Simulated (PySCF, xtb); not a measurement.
TaF4, SMILES [Ta+]([F])([F])([F])[F], charge +1, multiplicity 1.

GFN2-xTB (xtb) at its own geometry gives an orbital gap of 6.29 eV.

Geometry optimised at PBE0-D3(BJ)/def2-SVP. The spin state was assumed, not searched. The isomer is the one that the SMILES or the coordinates give; other isomers of the formula were not compared. The def2 effective core potentials stand for the cores of Ta; spin–orbit coupling is left out.

What does PBE0/def2-TZVP in PySCF give? (An estimate is asked for; the answer gives what the named calculation found.)

gap 10.39 eV (levels -19.61 and -9.22 eV).
